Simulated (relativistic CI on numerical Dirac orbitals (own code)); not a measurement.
How well does a small relativistic CI reproduce W V?

Method of calculation: Dirac-Coulomb-Breit CI, orbitals from a KLI potential per configuration, model QED (radiative potential, 1s self-energy scaled to tabulated hydrogen-like ionisation energies), valence Slater integrals scaled by 0.85, P86 correlation estimate, and configurations built on the next ion tied to the tabulated ionisation energy (semi-empirical) (own radial code, finite nucleus).

Configuration list (outside the closed core [Kr] 4d10 5s2): 4f¹⁴5p⁶5d², 4f¹⁴5p⁶5d6s, 4f¹⁴5p⁶5d6p, 4f¹⁴5p⁶5d6d, 4f¹⁴5p⁶5d7s, 4f¹⁴5p⁶5d5f, 4f¹⁴5p⁶5d6f, 4f¹⁴5p⁶6s², 4f¹⁴5p⁶5d5g, 4f¹⁴5p⁶6s6p, 4f¹⁴5p⁶5f², 4f¹⁴5p⁵5d³, 4f¹⁴5p⁶5d7p, 4f¹⁴5p⁶6p², 4f¹⁴5p⁶5d7d, 4f¹³5p⁶5d³, 4f¹²5p⁶5d⁴, 4f¹⁴5p⁶6s6d, 4f¹⁴5p⁶5g², 4f¹⁴5p⁶5f6s, 4f¹⁴5p⁶5d7f, 4f¹⁴5p⁴5d⁴, 4f¹³5p⁶5d²6s, 4f¹⁴5p⁵5d²5f. Levels of other configurations are missing.

```tsv
Configuration	Term (tabulated)	J	Measured (cm⁻¹)	Computed	Error	Purity (%)
4f¹⁴5p⁶5d²	3F	2	0.0	0	0	89
4f¹⁴5p⁶5d²	3F	4	11519.4	10776	-743	91
4f¹⁴5p⁶5d²	3P	0	12838.7	12316	-522	92
4f¹⁴5p⁶5d²	1D	2	13741.5	13170	-572	55
4f¹⁴5p⁶5d²	3P	1	16330.6	15572	-759	99
4f¹⁴5p⁶5d²	1G	4	22345.8	21831	-515	91
4f¹⁴5p⁶5d²	3P	2	22615.4	21407	-1208	64
4f¹⁴5p⁶5d²	1S	0	43110.1	39842	-3268	91
4f¹⁴5p⁶5d6s	3D	1	58514.2	67470	8956	100
4f¹⁴5p⁶5d6s	3D	2	60295.5	69176	8881	89
4f¹⁴5p⁶5d6s	3D	3	66657.7	74969	8312	100
4f¹⁴5p⁶5d6s	1D	2	72958.7	81341	8382	88
4f¹⁴5p⁶5d6p	3F°	2	118662.8	125950	7287	68
```

Measured levels from measured levels as listed in J. Phys. B 45, 065001 (2012); pairs were made by configuration, J and term (by order where the table uses no LS term), so strongly mixed levels may be paired wrongly.

Mean error by configuration (cm⁻¹): 4f¹⁴5p⁶5d² -1084; 4f¹⁴5p⁶5d6s 8633; 4f¹⁴5p⁶5d6p 7287. Over the excited levels the mean absolute error is 4117 cm⁻¹ (12 of the 12 excited levels that our extract of the source holds in range could be paired), and the median relative error of those above 1,000 cm⁻¹ is 6.3 %. Some levels of the ground configuration have no partner.
